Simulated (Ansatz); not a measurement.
Geometry optimisation, RKS PBE0/cc-pVDZ in Ansatz.

Input:

```yaml
crystal:
  periodic: [false, false, false]
  atoms:
    - { symbol: B, position_ang: [0.0, 0.0, 0.0] }
    - { symbol: Cl, position_ang: [0.0, 0.0, 2.21] }
    - { symbol: F, position_ang: [1.1431, 0.0, -0.66] }
    - { symbol: F, position_ang: [-1.1431, 0.0, -0.66] }
    - { symbol: O, position_ang: [0.0715, -1.6212, 0.5392] }
    - { symbol: Si, position_ang: [-0.6985, -2.9178, -0.2012] }
    - { symbol: H, position_ang: [0.2063, -4.0629, -0.2427] }
    - { symbol: H, position_ang: [-1.8953, -3.2713, 0.5566] }
    - { symbol: H, position_ang: [-1.0766, -2.5477, -1.562] }
    - { symbol: H, position_ang: [0.053, -1.2026, 1.6085] }
basis:
  gaussian: { orbitals: cc-pVDZ }
hamiltonian:
  xc: pbe0
relax:
  f_tol: 0.15
  max_steps: 25
  restrain:
    - { distance: [0, 4], at: 2.61, k: 30.0 }
    - { distance: [9, 1], at: 2.57, k: 30.0 }
    - { distance: [0, 1], at: 1.86, k: 30.0 }
    - { distance: [9, 4], at: 1.01, k: 30.0 }
```

Run as:

```bash
$ ansatz run input.yaml --threads 4 --pin off --max-ram 5120MiB --backend cpu --events-out ev --progress --plain --runs-dir out
```

Question: Where does it end, and by what steps?

Answer: It converged. The restraints hold the end off the free minimum; the threshold counts their pulls, which the force column leaves out. Restrained pairs: B1–O5 (1.71 → 2.60 Å), Cl2–H10 (1.35 → 2.57 Å), B1–Cl2 (2.21 → 1.82 Å), O5–H10 (1.15 → 0.98 Å). After 8 steps the energy has fallen by 2.256 eV (the restraints' own energy left out); F3 moved furthest, 0.75 Å.

```csv
step,energy less start (eV),largest force component (eV/Å),accepted
0,0.0000,5.647,yes
1,-0.6726,3.870,yes
2,-0.8212,3.144,yes
3,-1.0670,3.001,yes
4,-1.7201,2.056,yes
5,-2.0684,1.270,yes
6,-2.2075,1.232,yes
7,-2.2489,1.233,yes
8,-2.2562,1.165,yes
```

```xyz
10
Properties=species:S:1:pos:R:3
B 0.050 0.534 0.128
Cl -0.089 0.656 1.940
F 1.219 0.717 -0.445
F -1.049 0.416 -0.592
O 0.246 -2.036 0.467
Si -0.748 -3.257 -0.181
H -0.013 -4.559 -0.224
H -1.992 -3.419 0.636
H -1.089 -2.817 -1.566
H 0.125 -1.858 1.426
```

Time of the run: 20 s on 4 threads of Arm Neoverse V2 (shared host), peak memory 0.27 GiB.
